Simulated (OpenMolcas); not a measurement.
Mg: effect of the IPEA shift

```
Program             : OpenMolcas
Basis               : ANO-RCC-VTZP [5s4p2d1f]
Scalar Hamiltonian  : DKH2, point nucleus
Active space        : 2 electrons in 8 orbitals (3s 3p 4s 4p)
State averaging     : 2S+1 = 3 even, 3 roots; 2S+1 = 1 even, 1 root; 2S+1 = 3 odd, 3 roots; 2S+1 = 1 odd, 3 roots
Spin-orbit coupling : RASSI with atomic mean-field integrals over the reference wave functions, term energies averaged over their components
```

Methods on the same reference wave functions:
A. CASSCF
B. SS-CASPT2, IPEA 0 Eh, imaginary shift 0.1 Eh (closed shells correlated: 2s 2p)
C. SS-CASPT2, IPEA 0.25 Eh, imaginary shift 0.1 Eh (closed shells correlated: 2s 2p)

Energies in cm⁻¹ above 3s² ¹S₀, the measured ground level; measured values from NIST Handbook of Basic Atomic Spectroscopic Data.

| Level | A | B | C | Measured |
| --- | --- | --- | --- | --- |
| 3s² ¹S₀ | 0.0 | 0.0 | 0.0 | 0.0 |
| 3s 3p ³P°₀ | 21927 | 21710 | 21762 | 21850 |
| 3s 3p ³P°₁ | 21943 | 21726 | 21778 | 21870 |
| 3s 3p ³P°₂ | 21975 | 21757 | 21809 | 21911 |
| 3s 3p ¹P°₁ | 41049 | 37975 | 38195 | 35051 |

Deviations, from unrounded energies. A percentage is the sum of absolute deviations over the sum of measured energies, with the sign that they share, or ± where signs differ.

```tsv
Against measurement	Levels	A	B	C
mean absolute deviation (cm-1)	4	1600	840	860
other configurations (%)	4	+6.2	±3.3	±3.4
```

B, C lie about equally close to measurement and A furthest from it. The largest miss of B in the table is 3s 3p ¹P°₁, by +2900 cm-1. The ranking rests on the paired levels alone, and a cruder setting can come out closer through cancelling errors.

Between B and C the level of the table that moves most is 3s 3p ¹P°₁, by 220 cm-1 (lowest in B, highest in C).

The lowest spin-free term lies below A's lowest term by 0.239 hartree in B, 0.239 hartree in C.

Active for correlation alone: 4p 4s; no level in the range computed is led by a configuration that fills them, so any true level of that kind is missing. Without dynamic correlation excited terms often stand tens of per cent too high (terms of higher spin than the ground term too low), and those without a measured partner can miss by more than the paired ones (holds for A). Computed and measured levels are paired by configuration, term and J; levels that our copy of the source lacks, or whose pairing is in doubt (as where it misses far off the trend of its configuration), stay unpaired and out of the deviations. Levels of configurations outside the active space are missing. Levels that lie high or do not pair safely by name in every column are left out.

° marks odd parity.
